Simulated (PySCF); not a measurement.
Working out the ionisation energy of Ta

Ta [Xe] 4f14 5d3 6s2 (4F) → Ta⁺ [Xe] 4f14 5d3 6s1 (5F). All numbers are calculated (PySCF 2.14, the spin-free X2C one-electron Hamiltonian (Gaussian nucleus), in ANO-RCC-VTZP). Frozen: [Xe] 4f14. Energies in hartree (1 hartree = 27.21139 eV):

| part | Ta (lower) | Ta⁺ (upper) |
| --- | --- | --- |
| UHF | -15599.466849 | -15599.255244 |
| MP2 opposite-spin | -0.037689 | 0.000000 |
| MP2 same-spin | -0.023775 | -0.023846 |

**Question.** What does Hartree-Fock give?

**Answer.** (-15599.255244) − (-15599.466849) = 0.211605 hartree = 5.758 eV.

**Question.** What do MP2 and SCS-MP2 (6/5 opposite-spin, 1/3 same-spin) give?

**Answer.** The opposite-spin parts differ by 1.026 eV and the same-spin parts by -0.002 eV. MP2: 5.758 + (1.026) + (-0.002) = 6.782 eV. SCS-MP2: 5.758 + 1.2 × (1.026) + (-0.002)/3 = 6.989 eV.

Measured between the centres of the two terms (NIST): 7.573 eV, so MP2 (valence) is off by -0.791 eV.

What remains against the reference includes basis incompleteness, the frozen core and correlation beyond second order.
